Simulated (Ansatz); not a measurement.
C$_{2}$H$_{8}$AlFSe, SMILES `[CH3][Al-]([CH3])([F])[SeH2+]` at its PBE0-D4/def2-TZVP geometry, where that method's forces vanish. Charge 0, multiplicity 1.

```
atom   x (Å)   y (Å)   z (Å)
  C1   1.002  -1.098   1.247
 Al2   0.465   0.234  -0.081
  C3  -0.618   1.804   0.353
  F4   1.459   0.374  -1.424
 Se5  -1.412  -1.229  -1.427
  H6   0.169  -1.396   1.893
  H7   1.414  -2.003   0.792
  H8   1.780  -0.694   1.904
  H9  -0.991   2.316  -0.540
 H10  -0.027   2.537   0.913
 H11  -1.480   1.550   0.979
 H12  -1.377  -0.312  -2.574
 H13  -0.383  -2.082  -2.035
```

Q: For each bond, give half the difference of the two atoms' forces along it (eV/Å; positive pushes the atoms apart) under PBE-D4, r2SCAN-D4, B3LYP-D4, ωB97M-V in def2-TZVPP. (An estimate is asked.)

A: The calculation gave: 
```csv
bond,length (Å),PBE-D4,r2SCAN-D4,B3LYP-D4,ωB97M-V
C1–Al2,1.956,-0.10,-0.03,0.01,-0.03
C1–H6,1.095,0.11,0.00,-0.03,-0.03
C1–H7,1.094,0.11,0.01,-0.03,-0.04
C1–H8,1.096,0.12,0.00,-0.04,-0.05
Al2–C3,1.956,-0.10,-0.03,0.01,-0.03
Al2–F4,1.677,0.38,0.03,0.10,0.11
Al2–Se5,2.734,0.01,-0.01,0.08,0.10
C3–H9,1.094,0.11,0.01,-0.03,-0.04
C3–H10,1.096,0.12,0.00,-0.04,-0.05
C3–H11,1.095,0.11,0.00,-0.03,-0.03
Se5–H12,1.468,0.27,-0.01,0.04,-0.12
Se5–H13,1.468,0.27,-0.01,0.04,-0.12
```

B3LYP here is the variant with VWN-RPA as its local correlation; programs differ in this.

Program: Ansatz 0.2.0.
